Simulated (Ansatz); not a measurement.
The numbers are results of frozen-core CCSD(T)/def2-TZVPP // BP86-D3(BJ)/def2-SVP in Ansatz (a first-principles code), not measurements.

Ansatz 0.2 input:
```yaml
crystal:
  periodic: [false, false, false]
  atoms:
    - { symbol: Ti, position_ang: [0.189056, 0.149074, -0.077517] }
    - { symbol: Cl, position_ang: [2.317448, -0.386112, 0.223542] }
    - { symbol: Cl, position_ang: [-0.004651, 1.787076, -1.556364] }
    - { symbol: O, position_ang: [-0.681189, -1.262635, -0.663996] }
    - { symbol: H, position_ang: [-1.351115, -1.954919, -0.534723] }
    - { symbol: O, position_ang: [-0.493289, 0.671587, 1.456165] }
    - { symbol: H, position_ang: [-1.144484, 0.588465, 2.172793] }
basis:
  gaussian: { orbitals: def2-TZVPP }
correlation:
  method: ccsd_t
```

Output:

```
Functional definition: HF
1518 factors; integrals over basis functions are off by at most 5.8e-4 eV
mean field evaluation 1: about -52200.3993 eV, gradient 6.7e1 eV
mean field evaluation 2: about -52200.5769 eV, gradient 6.7e1 eV
mean field evaluation 4: about -52208.4659 eV, gradient 8.3e0 eV
mean field evaluation 8: about -52208.6376 eV, gradient 9.0e-1 eV
mean field evaluation 16: about -52208.6412 eV, gradient 3.6e-6 eV
mean field -52208.64117374 eV, -1918.6321748469 hartree, gradient 3.6e-6 eV, S^2 0.000000; 0 other end points of the search recorded, 0 dependent functions left out
17 core orbitals not correlated
reference -52208.64117374 eV, -1918.6321748469 hartree; 20, 20 occupied and 201, 201 virtual orbitals, 1518 factors
second order -35.32918214 eV of doubles, -0.00000000 eV of singles
cycle   1  -34.21035590 eV  change     1.1e0 eV  update   2.7e-1
cycle   2  -35.52286121 eV  change    -1.3e0 eV  update   1.9e-1
cycle   3  -35.85043736 eV  change   -3.3e-1 eV  update   5.7e-2
cycle   4  -35.84665632 eV  change    3.8e-3 eV  update   2.1e-2
cycle   5  -35.82291651 eV  change    2.4e-2 eV  update   6.8e-3
cycle   6  -35.82172563 eV  change    1.2e-3 eV  update   2.5e-3
cycle   7  -35.82279472 eV  change   -1.1e-3 eV  update   1.2e-3
cycle   8  -35.82248690 eV  change    3.1e-4 eV  update   5.8e-4
cycle   9  -35.82271409 eV  change   -2.3e-4 eV  update   2.2e-4
cycle  10  -35.82313020 eV  change   -4.2e-4 eV  update   1.3e-4
cycle  11  -35.82290261 eV  change    2.3e-4 eV  update   4.6e-5
cycle  12  -35.82282670 eV  change    7.6e-5 eV  update   3.1e-5
cycle  13  -35.82287468 eV  change   -4.8e-5 eV  update   9.2e-6
perturbative correction -1.92484628 eV, -0.0707367959 hartree
Total energy: -52246.38889469 eV, -1920.0193780057 hartree
```

Cost: about 8 core-minutes (a rough figure).
